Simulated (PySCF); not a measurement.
## Correlation energy of Al (aluminium, neutral)

[Ne] 3s1 3p2, high-spin 4P determinant (an excited configuration). Computed with PySCF 2.14 in aug-cc-pCVTZ-DK (8s7p5d3f, 75 functions), with scalar relativity by spin-free X2C-1e. Frozen: 1s2; 11 electrons correlated.

MP2 pair energies summed by pair of shells (mhartree):

```tsv
pair	energy	share (%)
2p-2p	-187.76	65.9
2s-2p	-61.45	21.6
2s-2s	-9.81	3.4
2p-3p	-8.17	2.9
2p-3s	-6.67	2.3
3p-3p	-5.36	1.9
3s-3p	-3.87	1.4
2s-3p	-1.23	0.4
2s-3s	-0.81	0.3
```

Total MP2 correlation energy: -285.12 mhartree.

Same-spin part -82.69 and opposite-spin part -202.43 mhartree; SCS-MP2 scales them by 1/3 and 6/5 to -270.48 mhartree.
